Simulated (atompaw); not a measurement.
# u(r) = r·R(r): atom against pseudo-atom (Ti (Z = 22))

Columns: radius, all-electron u(r) and pseudo u(r) of the 4p shell (level -4.04 eV) of titanium in the configuration [Ar] 3d2 4s1.5 4p0; LDA (PW92), scalar-relativistic, PAW (atompaw) scheme, atompaw 4.2.0.5.

```
r (bohr)  all-electron  pseudo
   0.115        0.1099  0.0015
   0.231        0.1097  0.0059
   0.346        0.0139  0.0132
   0.462       -0.0940  0.0234
   0.577       -0.1727  0.0362
   0.692       -0.2137  0.0515
   0.808       -0.2204  0.0693
   0.923       -0.2006  0.0890
   1.038       -0.1625  0.1107
   1.154       -0.1125  0.1343
   1.269       -0.0566  0.1591
   1.385        0.0024  0.1852
   1.500        0.0609  0.2119
   1.615        0.1176  0.2392
   1.731        0.1719  0.2670
   1.846        0.2222  0.2945
   1.962        0.2688  0.3219
   2.077        0.3108  0.3484
   2.192        0.3487  0.3741
   2.308        0.3827  0.3987
   2.423        0.4123  0.4217
   2.538        0.4381  0.4430
   2.654        0.4604  0.4626
   2.769        0.4790  0.4797
   2.885        0.4945  0.4946
   3.000        0.5068  0.5068
```

(1) How many radial nodes do the two functions have?

(2) Is the pseudo-wave norm-conserving?

## Answers

(1) The all-electron 4p function has n − l − 1 = 2; the pseudo-wave has 0, since the states of the same l below it are removed with the core.

(2) No, it belongs to a PAW set: the norm inside the radius is not constrained, and the difference is carried by the augmentation charge.
